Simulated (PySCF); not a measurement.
Match the calculated data to a structure.

All candidates are C4H5F3O.

- UV, first state: lowest singlet excitation: 4.50 eV (276 nm, f = 0.000) [TDDFT PBE0/def2-SVPD]
- Polarisability: 53.6 au [PBE0/def2-SVPD]
- Rotational structure: rotational constants A, B, C: 3.623, 1.404, 1.257 GHz [GFN2-xTB]
- Dipole: 1.84 D [PBE0/def2-SVPD]
- UV, strongest line: among the 8 lowest singlet transitions: S2 at 7.27 eV (170 nm, f = 0.028) [TDDFT PBE0/def2-SVPD]
- Triplet: lowest triplet excitation (Tamm–Dancoff): 3.88 eV [TDA PBE0/def2-SVPD]

Electronic properties: PySCF, gas phase, density fitting. Levels stand in brackets. One conformer (not necessarily the lowest) at the GFN2-xTB geometry, without solvent, vibrations or thermal averaging.

Task: Which candidate is it?
A. `CO/C(F)=C/C(F)F`
B. `OC1(C(F)(F)F)CC1`
C. `CC(=O)CC(F)(F)F`

Result: C. It is `CC(=O)CC(F)(F)F`. Numbering: `[CH3:1][C:2](=[O:3])[CH2:4][C:5]([F:6])([F:7])[F:8]`. Its formula, C4H5F3O, gives 1 degree of unsaturation: 0 rings and 1 π bond in the structure found. S1 is mainly HOMO→LUMO (weight 0.99); the largest Löwdin shares of the orbital it empties are 0.62 on the ketone oxygen, 0.12 on the ketone carbonyl carbon, 0.10 on the sp3 carbon next to a carbonyl and 0.10 on the methyl carbon next to a carbonyl, of the orbital it fills 0.39 on the ketone carbonyl carbon, 0.34 on the ketone oxygen, 0.07 on the methyl carbon next to a carbonyl and 0.06 on the sp3 carbon next to a carbonyl. The optimised geometry has point group C1 and is an asymmetric top.

The others, at the same levels:
- `CO/C(F)=C/C(F)F` fails: its computed lowest singlet excitation is 6.44 eV (193 nm, f = 0.021) (against 4.50 eV), lowest triplet excitation (Tamm–Dancoff) is 4.39 eV (against 3.88 eV) and static isotropic polarisability is 58.8 au (against 53.6 au).
- `OC1(C(F)(F)F)CC1` fails: its computed lowest singlet excitation is 7.46 eV (166 nm, f = 0.007) (against 4.50 eV), lowest triplet excitation (Tamm–Dancoff) is 7.18 eV (against 3.88 eV) and rotational constant A is 2.966 GHz (against 3.623 GHz).

Each candidate is one conformer, not necessarily the lowest. Dipoles, sizes and rotational constants follow the conformer. The torsions of the flexible species, by atom-mapped SMILES:
- `[CH3:1][C:2](=[O:3])[CH2:4][C:5]([F:6])([F:7])[F:8]`: C1–C2–C4–C5 -44°, C2–C4–C5–F6 -47°
- `[CH3:1][O:2]/[C:3]([F:4])=[CH:5]/[CH:6]([F:7])[F:8]`: C1–O2–C3–F4 0°, C3–C5–C6–F7 122°
- `[OH:1][C:2]1([C:3]([F:4])([F:5])[F:6])[CH2:7][CH2:8]1`: O1–C2–C3–F4 -175°, H–O1–C2–C3 66°
